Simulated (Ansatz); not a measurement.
Two members of one family (Same ligands, another metal), computed with Ansatz in the gas phase; def2 core potentials for Mo, W, no spin–orbit coupling. The two geometries come from different levels. Names give formal oxidation states. A dash marks a value that wasn't run or was left out as unsound. The structures are stationary points that may keep the symmetry of their start. Remarks come from the PBE and PBE0 runs and from stability tests at other levels; not every state was tested. A HOMO above zero means that the electron is unbound at that level and held by the basis, or that self-interaction error raises the level; the energy of removing that electron tells which. HOMO above LUMO (over both spins in singlets and doublets, within one spin in higher multiplets; at PBE or PBE0), or a gap under 0.15 eV within one spin, warns that the state may not be the lowest or that an electron is smeared out.

First: W(OH)F5 (singlet, charge 0, B3LYP-D4/def2-SVP geometry).

Cartesian coordinates in Å:
```
W 0.022 0.073 0.302
O -0.109 -0.353 -1.478
H -0.175 -0.580 -2.411
F 0.154 0.503 2.105
F 0.476 1.837 -0.080
F -0.422 -1.659 0.822
F 1.827 -0.378 0.350
F -1.773 0.557 0.390
```

| level | HOMO (eV) | LUMO (eV) | gap (eV) | vertical EA (eV) | vertical triplet (eV) |
| --- | --- | --- | --- | --- | --- |
| PBE-D4/def2-TZVPD | -9.55 | -4.67 | 4.88 | 1.30 | – |
| r2SCAN-D4/def2-TZVP | -10.03 | -4.72 | 5.31 | – | 5.11 |
| PBE0-D4/def2-SVP | -11.45 | -4.18 | 7.27 | – | – |
| PBE0-D4/def2-TZVP | -11.47 | -4.09 | 7.38 | – | 5.16 |
| PBE0-D4/def2-TZVPD | -11.47 | -4.10 | 7.37 | 1.98 | – |

Metal–donor distances: 1 × O 1.83 Å, 5 × F 1.86 Å. Remarks: HOMO above zero (-1 doublet), gap within one spin near zero at PBE or PBE0 (-1 doublet), gap within one spin near zero at PBE or PBE0 (triplet).

Second: Mo(OH)F5 (singlet, charge 0, r2SCAN-D4/def2-SVP geometry).

```xyz
8

Mo    0.1797    0.2538    0.0448
O    -0.4336   -1.4657   -0.0389
H    -1.1748   -2.0494   -0.2629
F     0.5919    2.0441    0.0499
F     1.7299   -0.1930    0.9163
F    -1.3622    0.7607   -0.8418
F    -0.6198    0.5319    1.6805
F     1.0890    0.1175   -1.5479
```

Problem. Estimate how these quantities change from the first to the second (second minus first).

Solution. 
| level | Δ HOMO (eV) | Δ LUMO (eV) | Δ gap (eV) | Δ vertical EA (eV) | Δ vertical triplet (eV) |
| --- | --- | --- | --- | --- | --- |
| PBE-D4/def2-TZVPD | 0.03 | -0.89 | -0.92 | 0.91 | – |
| r2SCAN-D4/def2-TZVP | -0.02 | -1.04 | -1.02 | – | -1.08 |
| PBE0-D4/def2-SVP | -0.04 | -1.05 | -1.01 | – | – |
| PBE0-D4/def2-TZVP | -0.02 | -1.08 | -1.06 | – | -1.24 |
| PBE0-D4/def2-TZVPD | 0.03 | -1.02 | -1.05 | 1.10 | – |

Metal–donor distances: 1 × O 1.83 Å, 5 × F 1.83 to 1.85 Å. Remarks: HOMO above zero (-1 doublet), gap within one spin near zero at PBE or PBE0 (-1 doublet).
